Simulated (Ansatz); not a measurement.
Consider the atomization: `CC[N](C)[Sn]([F])([F])[N](C)CC` → 6 C• + 2 F• + 16 H• + 2 N• + Sn•.

Computed with Ansatz on PBE0-D4/def2-TZVP structures; ΔE is electronic, products minus reactants. CBS: MP2 limit from def2 TZ/QZ plus the TZ coupled-cluster correction, frozen cores. This one scheme is used for every species, atoms too. DFT in def2-TZVPP. Open shells (•) are unrestricted, without spin–orbit coupling. Spin–orbit coupling would lower the free atoms: a little for C, F; strongly for Sn. def2 core potentials past Kr. For Sn outer-core shells are correlated without core-valence functions, so the limit isn't a true one: a few kJ/mol of doubt a bond, and 10 to 20 or more in all where bonds break to atoms. One conformer a species, not always the lowest.

`CC[N](C)[Sn]([F])([F])[N](C)CC`:

```xyz
27

C     2.038   -1.001   -0.103
C     1.081   -2.015   -0.691
N    -0.299   -1.581   -0.636
C    -1.236   -2.563   -1.141
Sn   -0.879   -0.380    0.852
F    -0.507   -1.122    2.586
F    -2.785   -0.436    0.701
N    -0.301    1.515    1.041
C     0.666    1.839    2.066
C    -0.206    2.352   -0.136
C    -1.244    2.006   -1.181
H     3.071   -1.328   -0.233
H     1.930   -0.026   -0.587
H     1.883   -0.879    0.976
H     1.213   -2.981   -0.178
H     1.339   -2.189   -1.746
H    -1.031   -2.754   -2.201
H    -1.172   -3.524   -0.611
H    -2.259   -2.196   -1.057
H     1.706    1.772    1.710
H     0.503    2.866    2.413
H     0.555    1.175    2.925
H    -0.346    3.394    0.186
H     0.802    2.305   -0.583
H    -1.193    2.703   -2.019
H    -1.078    1.003   -1.593
H    -2.251    2.046   -0.760
```

**Question.** What is ΔE at CCSD(T)/CBS? (Estimate.)

**Answer.** Computed: +10287.1 kJ/mol.

**Question.** What do these levels give: BHLYP-D4, ωB97X-V, ωB97M-V, BLYP, LC-ωPBE, MP2/def2-SVP? (Estimate.)

**Answer.** The calculation gave: BHLYP-D4 9955.5, ωB97X-V 10295.8, ωB97M-V 10276.6, BLYP 10092.7, LC-ωPBE 10239.4, MP2/def2-SVP 9851.5 kJ/mol.

Largest T1 diagnostic among the species: 0.013.

From PBE to PBE0 (25 % exact exchange), in def2-TZVPP and without D4, ΔE moves by −184.0 kJ/mol: exact exchange takes away binding that semilocal exchange gives to molecules. Leaving LDA and LC-ωPBE aside and taking each functional with its dispersion term where it has one, the values, not all of them listed here, spread over 523.8 kJ/mol, from BHLYP-D4 to PBE-D4. LDA lies +1373.6 kJ/mol from PBE without D4, its usual overbinding. The D4 term adds +118.5 kJ/mol with B3LYP and +65.0 kJ/mol with PBE0; it sums over pairs of atoms, weighted by their polarisabilities, and B3LYP, whose exchange is more repulsive, gets the larger term.

B3LYP here is the variant with VWN-RPA as its local correlation; programs differ in this.

For atomizations the MP2-based limit and the directly extrapolated one differ by several kJ/mol either way, and by 10 to 25 for some Ge, Se and Sn compounds, so smaller differences from it don't rank the levels.
